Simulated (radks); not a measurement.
Results of a calculation; reference values are marked as such.
Question: These are the eigenvalues of the occupied orbitals of an atom or ion with whole-number occupations (eV). Level of theory: scalar-relativistic Kohn-Sham, PBE, spin-unpolarised, spherical densities, finite nucleus; Fermi nuclear charge, rms radius of each element as measured or else 0.836 A^(1/3) + 0.57 fm (a radial shooting solver on a logarithmic mesh with Libxc functionals).

orbital  eigenvalue
1s        -3191.277
2s        -365.0102
2p        -298.2388
3s         -81.6218
3p         -65.5023

Which element is it, and in what charge state? The configuration may be excited.

Answer: Z = 18, argon, charge +4: Ar4+ in [Ne] 3s2 3p2. The list shows which subshells hold electrons but not how many an open one holds; the 1s level, -117.28 hartree, gives Z - s = 15.3 by -(Z - s)^2/2, which with screening and relativity narrows Z to a few neighbours, and the depths of the outer levels then fix element, charge and occupations together.
